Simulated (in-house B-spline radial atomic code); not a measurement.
Values are calculated unless marked as measured or tabulated.
## C6 from the polarisability at imaginary frequency: O V (O4+)

PBEsol linear response of the closed shell [He] 2s2, from a B-spline radial code for spherical atoms; non-relativistic, point nucleus, no spin-orbit coupling.

The dispersion coefficient of two like species is C6 = (3/π) ∫ α(iu)² du from 0 to ∞.

| u (hartree) | α(iu) (bohr³) |
| --- | --- |
| 0 | 1.194 |
| 0.335 | 0.9778 |
| 0.783 | 0.5627 |
| 1.34 | 0.3081 |
| 2.24 | 0.1595 |
| 3.35 | 0.0926 |
| 5.03 | 0.05178 |
| 7.83 | 0.02654 |
| 11.2 | 0.01522 |
| 16.8 | 0.008065 |
| 28 | 0.00356 |
| 55.9 | 0.001088 |

(1) Fit one oscillator, α(iu) = α(0)/(1 + u²/ω²), through u = 0.783 and estimate C6.

(2) How does that compare with the full integral?

Results:

(1) From α(0)/α(iu) − 1 = 1.194/0.5627 − 1 = 1.1219, ω = u/√1.1219 = 0.7392 hartree (20.1 eV). London's formula gives C6 = (3/4) α(0)² ω = 0.75 × 1.194² × 0.7392 = 0.7904 hartree·bohr⁶, and the oscillator holds f = α(0) ω² = 0.65 electrons, of a sum of oscillator strengths of 4.0.

(2) The program's quadrature over all excitations gives C6 = 0.8185, so the single oscillator is off by -3.4 %. At the last point the fit gives α = 0.000209 against 0.00109: higher excitations, and deeper shells where there are any, keep the true curve higher at large u.
